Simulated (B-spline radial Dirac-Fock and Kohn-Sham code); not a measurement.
**Binding energies of Nb at several levels of theory**

System: the Nb atom, 1s2 2s2 2p6 3s2 3p6 3d10 4s2 4p6 4d3 5s2 (not the ground configuration).

The density-functional columns are spherical, spin-unpolarised Dirac-Kohn-Sham results without Breit or QED terms: −ε is minus the orbital energy of the initial state and ΔSCF the difference of two total energies. The reference in the last column comes from ΔSCF Dirac-Fock with Breit, self-energy and vacuum polarisation, finite nucleus, configuration average. All numbers are from a radial atomic solver, in eV; a selection of levels is shown. For the 1s level of heavy atoms much of the gap between ΔSCF and the reference is the Breit and QED part, -50.3 eV here; for other levels the error of the functional can be larger.

```
     level   LDA −ε  LDA ΔSCF  Dirac-Fock
    K (1s)  18775.0   19038.2     18994.3
   L1 (2s)   2628.6    2672.5      2712.8
L2 (2p1/2)   2414.3    2468.8      2475.0
L3 (2p3/2)   2318.7    2371.0      2380.7
   M1 (3s)    440.2     455.0       480.6
M2 (3p1/2)    359.4     374.5       390.5
M3 (3p3/2)    343.9     358.6       374.8
M4 (3d3/2)    200.8     216.2       216.0
M5 (3d5/2)    197.9     213.2       213.3
   N1 (4s)    60.82     67.05       72.05
N2 (4p1/2)    38.34     44.17       44.33
N3 (4p3/2)    36.17     41.91       42.21
 N4,5 (4d)     4.78      9.19        7.80
   O1 (5s)     4.85      7.76        5.90
```

Values without a named source are computed, but for edge energies of neutral atoms, which are taken from tables.
